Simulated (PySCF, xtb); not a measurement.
Si(Cl)3(OH) (Cl₃HOSi), SMILES Cl[Si](O)(Cl)Cl.

GFN2-xTB run with xtb at its own geometry gives an orbital gap of 7.29 eV and a dipole moment of 2.20 D.

The structure is a stationary point at PBE0-D3(BJ)/def2-SVP. One conformer was computed; it need not be the lowest.

What does B3LYP/def2-TZVP (PySCF) give? (An estimate is asked for; the answer gives what the named calculation found.)

gap 8.54 eV (levels -9.04 and -0.50 eV), dipole 1.63 D.
